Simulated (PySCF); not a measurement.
Compound: C6H8O3.
Numbering: `[CH2:1]=[CH:2][O:3]/[CH:4]=[CH:5]\[C:6](=[O:7])[O:8][CH3:9]` (hydrogens: H10, H11 on C1; H12 on C2; H13 on C4; H14 on C5; H15, H16, H17 on C9)

Cartesian coordinates in Å at the PBE0-D3(BJ)/def2-SVP level; atoms count from 1:
```xyz
17
C6H8O3 angstrom
C      3.6580    1.3078   -0.4946
C      2.9713    0.1704   -0.4547
O      1.6305    0.1591   -0.2339
C      0.9879   -1.0067   -0.1936
C     -0.3310   -1.1373    0.0305
C     -1.2565   -0.0224    0.2685
O     -0.9910    1.1531    0.2903
O     -2.5031   -0.4937    0.4706
C     -3.4901    0.4880    0.7125
H      3.1607    2.2685   -0.3493
H      4.7324    1.2818   -0.6743
H      3.4284   -0.8174   -0.5941
H      1.6109   -1.8959   -0.3590
H     -0.7456   -2.1452    0.0400
H     -3.2593    1.0657    1.6206
H     -4.4380   -0.0488    0.8375
H     -3.5611    1.1937   -0.1291
```

The closed-shell ground state was solved at several levels (PySCF, density fitting, gas phase, non-relativistic).

| level | basis functions | HOMO (eV) | LUMO (eV) | gap (eV) | dipole (D) |
| --- | --- | --- | --- | --- | --- |
| wB97X-D/pcSseg-1 | 193 | -8.58 | 0.73 | 9.31 | 2.50 |
| PBE0/def2-SVPD | 253 | -6.85 | -1.15 | 5.70 | 2.43 |
| PBE0/pcSseg-1 | 193 | -6.79 | -1.02 | 5.77 | 2.47 |

(1) What might B3LYP/pcJ-1 (323 basis functions) give for the same quantities?

(2) Over all these levels, which gives the widest orbital gap and which the narrowest?

(3) How far do the dipole and the HOMO energy spread over the levels?

Results:

(1) HOMO -6.56 eV, LUMO -1.22 eV, gap 5.34 eV, dipole 2.48 D.

(2) wB97X-D/pcSseg-1 (range-separated hybrid) has the widest, 9.31 eV, and B3LYP/pcJ-1 (global hybrid, 20 % exact exchange) the narrowest, 5.34 eV. Functional and basis both differ between the two, so the spread mixes both effects.

(3) The dipole runs from 2.43 to 2.50 D (mean 2.47 D) and the HOMO from -8.58 to -6.56 eV.

One conformer stands for the species.
